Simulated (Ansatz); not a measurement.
Atom: bismuth atom, Bi, net charge 0, quartet state.

Wanted: ionisation energy to the triplet, in eV. Terms: spin-orbit terms left out; def2 sets with scalar-relativistic core potentials past Kr; each state is the SCF solution reached for its charge and spin; LANL2DZ with its own core potentials from Na on; open shells spin-unrestricted.

| species | coefficient | E at B3LYP/LANL2DZ (Ansatz), Eh | E at wB97X-V/def2-TZVPD (Ansatz), Eh |
|---|---|---|---|
| charge 1, triplet | +1 | -5.09903 | -214.26789 |
| charge 0, quartet | -1 | -5.41799 | -214.57710 |

 1 Eh = 27.2114 eV.

Q: Work the quantity out at each level.

A: 
- B3LYP/LANL2DZ: the sum of coefficient times E is 0.31896 Eh, or 8.679 eV. Result: 8.68 eV.
- wB97X-V/def2-TZVPD: the sum of coefficient times E is 0.30921 Eh, or 8.414 eV. Result: 8.41 eV.

Ansatz is a first-principles code.
